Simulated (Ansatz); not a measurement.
`[NH2][Ge]([NH2])([NH2])[F]` and `[CH3][Ge]([NH2])([NH2])[NH2]` differ in one atom or group.

Ansatz, PBE0-D4/def2-TZVP geometries, multiplicity 1. Each molecule was computed in one conformer, which needn't be the lowest.

Scalar relativity is left out up to krypton.

```csv
property,`[NH2][Ge]([NH2])([NH2])[F]`
HOMO energy (ωB97M-V/def2-TZVPP) / eV,-9.66
HOMO energy (PBE0/def2-TZVPP) / eV,-7.28
HOMO–LUMO gap (PBE/def2-TZVPP) / eV,5.19
HOMO–LUMO gap (ωB97M-V/def2-TZVPP) / eV,11.39
size of the dipole moment (PBE/def2-TZVPP) / D,2.44
size of the dipole moment (ωB97M-V/def2-TZVPP) / D,2.52
```

What does the change do to each property? (Estimate.)

Ansatz gave: 
```tsv
property	`[CH3][Ge]([NH2])([NH2])[NH2]`	shift
HOMO energy (ωB97M-V/def2-TZVPP) / eV	-9.39	0.27
HOMO energy (PBE0/def2-TZVPP) / eV	-6.99	0.29
HOMO–LUMO gap (PBE/def2-TZVPP) / eV	5.29	0.10
HOMO–LUMO gap (ωB97M-V/def2-TZVPP) / eV	11.34	-0.05
size of the dipole moment (PBE/def2-TZVPP) / D	1.25	-1.19
size of the dipole moment (ωB97M-V/def2-TZVPP) / D	1.35	-1.17
```

Dipoles are sizes alone; their direction can turn.
